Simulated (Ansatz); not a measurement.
Basis-set extrapolation for `CC(=O)[SiH3]` (PBE0-D4/def2-TZVP geometry, frozen core, the Gaussian-basis code of Ansatz). Multiplicity 1, RHF reference.

```json
{"": "HF", "def2-TZVPP": "-443.078716", "def2-QZVPP": "-443.095025"}
{"": "MP2 correlation", "def2-TZVPP": "-0.687973", "def2-QZVPP": "-0.736968"}
{"": "CCSD(T) correlation", "def2-TZVPP": "-0.756990", "def2-QZVPP": "not run"}
```

Energies in hartree. Use E(X) = E(∞) + A·exp(−7.88·√X) for Hartree–Fock and E(X) = E(∞) + B·X^(−2.97) for correlation, with X = 3 and 4, and add CCSD(T) minus MP2 of the smaller set to the MP2 limit.

Task: What is the CCSD(T) energy at the basis-set limit?

Result: HF limit: -443.095025 + (-0.016309) × 0.13774 = -443.09727. MP2 limit: -0.736968 + (-0.048995) × 0.74074 = -0.77326. Higher-order term: -0.756990 − (-0.687973) = -0.06902. Total: -443.93955 hartree, 2.83 eV below CCSD(T)/def2-TZVPP.
